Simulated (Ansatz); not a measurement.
Input file for FGeH₇Si₂ (`F[SiH]([SiH3])[GeH3]`):

```yaml
crystal:
  periodic: [false, false, false]
  atoms:
    - {symbol: F, position_ang: [-2.094869, 0.947827, 0.179933]}
    - {symbol: Si, position_ang: [-0.530407, 0.779930, -0.173058]}
    - {symbol: Si, position_ang: [0.690482, 0.482144, 1.804576]}
    - {symbol: Ge, position_ang: [-0.261314, -1.069683, -1.653308]}
    - {symbol: H, position_ang: [-0.096862, 2.030353, -0.856767]}
    - {symbol: H, position_ang: [0.513155, 1.627905, 2.735720]}
    - {symbol: H, position_ang: [2.128723, 0.368980, 1.437914]}
    - {symbol: H, position_ang: [0.267942, -0.771269, 2.483530]}
    - {symbol: H, position_ang: [-0.707598, -2.373642, -0.972873]}
    - {symbol: H, position_ang: [1.227735, -1.197844, -2.019291]}
    - {symbol: H, position_ang: [-1.071687, -0.881601, -2.945676]}
basis:
  gaussian: {orbitals: def2-TZVPP}
correlation: {method: ccsd_t}
output: {orbitals: {seedname: orbitals}}
```

```sh
$ ansatz run in.yaml --threads 4 --pin off --events-out ev --progress --plain --max-ram 10444MiB
```

The program prints (abridged):

```
Functional definition: HF
1539 factors; integrals over basis functions are off by at most 8.3e-4 eV
mean field evaluation 1: about -75015.3345 eV, gradient 3.0e1 eV
mean field evaluation 2: about -75015.5405 eV, gradient 3.0e1 eV
mean field evaluation 4: about -75018.1106 eV, gradient 3.5e0 eV
mean field evaluation 8: about -75018.1807 eV, gradient 1.5e-1 eV
mean field evaluation 16: about -75018.1808 eV, gradient 1.3e-6 eV
mean field -75018.18084889 eV, -2756.8672970474 hartree, gradient 1.3e-6 eV, S^2 0.000000; 0 other end points of the search recorded, 0 dependent functions left out
20 core orbitals not correlated: weight in the atoms' cores, before any rotation towards them, 1.000 or more for the frozen orbitals, at most 0.000 for the correlated occupied ones
reference -75018.18084889 eV, -2756.8672970474 hartree; 18, 18 occupied and 223, 223 virtual orbitals, 1539 factors
second order -20.77200107 eV of doubles, -0.00000000 eV of singles
cycle   1  -21.40551923 eV  change   -6.3e-1 eV  update   1.1e-1
cycle   2  -22.08928795 eV  change   -6.8e-1 eV  update   3.5e-2
cycle   3  -22.20570075 eV  change   -1.2e-1 eV  update   1.8e-2
cycle   4  -22.19164451 eV  change    1.4e-2 eV  update   4.3e-3
cycle   5  -22.18975339 eV  change    1.9e-3 eV  update   1.7e-3
cycle   6  -22.18989461 eV  change   -1.4e-4 eV  update   4.7e-4
cycle   7  -22.18955561 eV  change    3.4e-4 eV  update   1.5e-4
cycle   8  -22.18952568 eV  change    3.0e-5 eV  update   4.7e-5
cycle   9  -22.18955199 eV  change   -2.6e-5 eV  update   1.8e-5
perturbative correction -0.71802420 eV, -0.0263869026 hartree
Total energy: -75041.08842508 eV, -2757.7091349451 hartree
```

It took 4.5 min on 4 threads of an Arm Neoverse V1 on a shared host, with 5.8 GiB of host memory at the peak.

MP2 recovers 90.7 % of the CCSD(T) correlation energy and the triples give 3.1 %; T1 = 0.0127.
